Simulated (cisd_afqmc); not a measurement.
Input (AFQMC/CISD/aug-cc-pV(T+d)Z; cisd_afqmc is a phaseless AFQMC code with CISD trial states that reads the integrals written by Ansatz): A basis named .json is the Basis Set Exchange file of that set.

Ansatz 0.2 input:
```python
import cisd_afqmc

open("ham.yaml", "w").write("""\
crystal:
  periodic: [false, false, false]
  atoms:
    - {symbol: Si, position_ang: [0.00000000, 0.00000000, 0.00000000]}
basis:
  gaussian:
    orbitals: aug-cc-pV_T+d_Z.json
total_charge: 1
magnetization: {spin_polarized: true, initial_magnetization: 1}
correlation: {method: ccsd, electrons: outside_noble_gas, hamiltonian_folder: ham}
scf: {lower_state_search: full}
""")
rep = cisd_afqmc.ansatz("ham.yaml")
e_ccsd = rep["correlation"]["coupled_cluster"]["energy"]["hartree"]
out = cisd_afqmc.run("ham", e_ccsd, trial="CISD", walkers=100, populations=8, threads=8, dt=0.005, steps=40, early=24, settle=10, least=32,
    cut=5e-5, rank_cut=2e-4, target=0.0004, seconds=1500, seed=1, memory=12960, gpu=False)
```

Output:

```
orbitals 50, occupied [2, 1], factors 219 of 330, rank of the doubles 57 of 145
E(HF) = -288.575956
E(CCSD) on the cut factors = -288.634688, shift to the whole factors -0.000005
Energy of the trial state on the determinant = -288.634575
  tau behind 7.2 of longer steps, mean of the populations' last blocks
   2.0  -288.63642
   4.0  -288.63612
   6.0  -288.63651
   8.0  -288.63632
blocks 352 (6 outliers left out), error by blocks joined: 1: 0.00004, 2: 0.00005, 4: 0.00006, 8: 0.00007, 16: 0.00008
E(AFQMC/CISD) = -288.63619 +/- 0.00008
```
